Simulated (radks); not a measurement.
Results of a calculation; reference values are marked as such.
Q: Coherent X-ray form factor from a spherical all-electron density. Code: a radial shooting solver on a logarithmic mesh with Libxc functionals. Model: scalar-relativistic Kohn-Sham, PBE, spin-polarised, spherical densities, finite nucleus; Fermi nuclear charge, rms radius of each element as measured or else 0.836 A^(1/3) + 0.57 fm.

| sin(theta)/lambda (1/angstrom) | f0 (electrons) |
|---|---|
| 0.05 | 67.688 |
| 0.1 | 66.770 |
| 0.15 | 65.300 |
| 0.2 | 63.363 |
| 0.25 | 61.058 |
| 0.3 | 58.495 |
| 0.4 | 53.010 |
| 0.5 | 47.591 |
| 0.6 | 42.634 |
| 0.8 | 34.491 |
| 1 | 28.343 |
| 1.25 | 22.722 |
| 1.5 | 18.916 |
| 2 | 14.701 |

The species is in the configuration that NIST lists as its ground one. Which atom or ion scatters so?

A: The gold ion Au11+, [Xe] 4f14. Extrapolating in s^2 from the first two rows gives f0(0) = 68.0, near the electron count 68; among species with that count, the fall with angle is slower the higher Z, and the table is that of Z = 79; from so few rows the species is fixed only to a neighbour or two.
